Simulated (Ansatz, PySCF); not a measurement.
C2H6O2Si2, SMILES [SiH2]1CC([SiH2]O1)=O. Atoms are numbered in the order given.

```xyz
12

O     -2.0279     1.3809     0.1779
C     -1.0903     0.6554    -0.0441
C     -1.1764    -0.8665    -0.0826
Si     0.4978    -1.5400     0.5054
O      1.4950    -0.2468     0.1008
Si     0.7630     1.2144    -0.2772
H     -1.2601    -1.1477    -1.1504
H     -2.0850    -1.2196     0.4280
H      0.5341    -1.7897     1.9749
H      0.9231    -2.7664    -0.2235
H      1.0775     1.6275    -1.6752
H      1.1454     2.2895     0.6779
```
Charge 0, spin multiplicity 1.

Coordinates come from a PBE0-D3(BJ)/def2-SVP optimisation. The structure was generated by enumeration, and PubChem lists no compound with its InChIKey, so it may never have been made. Other conformers were not sampled.

Two levels are set side by side: PBE-D3(BJ)/def2-SVP (Ansatz, a quantum-chemistry and plane-wave program) and PBE0-D3(BJ)/def2-SVP (Ansatz). Each level has its own optimised geometry; the coordinates shown are those of the second. Frequencies come from the Hessian of PySCF at each geometry. Differences are taken from unrounded values.

```csv
quantity,PBE0-D3(BJ),PBE-D3(BJ),PBE-D3(BJ) minus PBE0-D3(BJ)
mean bond length (Å),1.509,1.521,0.013
bond O1–C2 (Å),1.206,1.219,0.012
bond C2–C3 (Å),1.525,1.535,0.010
bond C2–Si6 (Å),1.950,1.966,0.016
bond C3–Si4 (Å),1.898,1.910,0.012
bond Si4–O5 (Å),1.682,1.699,0.017
bond O5–Si6 (Å),1.677,1.696,0.018
bond C3–H7 (Å),1.107,1.116,0.008
bond C3–H8 (Å),1.101,1.109,0.008
bond Si4–H9 (Å),1.491,1.502,0.011
bond Si4–H10 (Å),1.489,1.500,0.011
bond Si6–H11 (Å),1.491,1.503,0.012
bond Si6–H12 (Å),1.488,1.500,0.012
highest harmonic wavenumber (cm⁻¹),3150,3060,-90
mean harmonic wavenumber (cm⁻¹),1110,1068,-42
zero-point energy (kcal/mol),47.60,45.78,-1.81
```

GGA bonds tend to be longer and softer than those of functionals with exact exchange. Differences between two approximate levels are no errors against the true value.
